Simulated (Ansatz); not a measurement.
Isolated molecules relaxed with PBE0-D4/def2-TZVP in Ansatz; ΔE leaves out vibrations. CCSD(T)/CBS adds triple-zeta CCSD(T) − MP2 to the extrapolated MP2 energy (def2 sets, frozen cores). DFT in def2-TZVPP. def2 core potentials past Kr. For I outer-core shells are correlated without core-valence functions, which leaves a few kJ/mol of doubt a bond. Each species was taken in one conformer, which may not be the lowest.

Consider the ligand exchange at the Al–N bond: `C[NH][AlH][OH]` + HI → `[OH][AlH][I]` + CH₃NH₂.

`C[NH][AlH][OH]`:

Z-matrix (Å, degrees):
```
C
N 1 1.446
H 1 1.097 2 112.5
H 1 1.093 2 110.1 3 119.1
H 1 1.097 2 112.6 3 -121.8
Al 2 1.768 1 129.8 3 -119.4
H 2 1.009 1 111.9 3 60.6
O 6 1.696 2 121.8 1 -0.0
H 6 1.573 2 119.8 1 179.9
H 8 0.954 6 125.8 2 -0.2
```

HI:

Z-matrix (Å, degrees):
```
I
H 1 1.610
```

`[OH][AlH][I]`:

```xyz
5

O     0.153    1.129   -0.701
Al    0.361   -0.298    0.171
I    -1.625   -1.521    0.993
H    -0.701    1.508   -0.906
H     1.813   -0.817    0.443
```

CH₃NH₂:

```xyz
7

C     0.401   -0.400   -0.049
N    -0.378    0.803    0.194
H    -0.161   -1.248   -0.468
H     0.856   -0.732    0.887
H     1.218   -0.169   -0.737
H    -1.135    0.613    0.838
H    -0.801    1.133   -0.664
```

Question: Is it downhill or uphill in electronic energy at CCSD(T)/CBS, and by how much? (An estimate is asked.)

Answer: Computed: Downhill: ΔE = -16.8 kcal/mol.

Question: What do these levels give: r2SCAN-D4, BHLYP-D4, CCSD(T)/def2-TZVPP, HF/def2-QZVPP, SCS-MP2/def2-QZVPP, MP2/CBS(def2)? (An estimate is asked.)

Answer: Computed: r2SCAN-D4 -16.5, BHLYP-D4 -16.6, CCSD(T)/def2-TZVPP -15.3, HF/def2-QZVPP -18.5, SCS-MP2/def2-QZVPP -16.6, MP2/CBS(def2) -18.2 kcal/mol.

Largest T1 diagnostic among the species: 0.011.

At CCSD(T), def2-SVP lies +2.0 kcal/mol from the extrapolated value and def2-TZVPP +1.4 kcal/mol. From r2SCAN to r2SCAN0 (25 % exact exchange), in def2-TZVPP and without D4, ΔE moves by −1.0 kcal/mol.
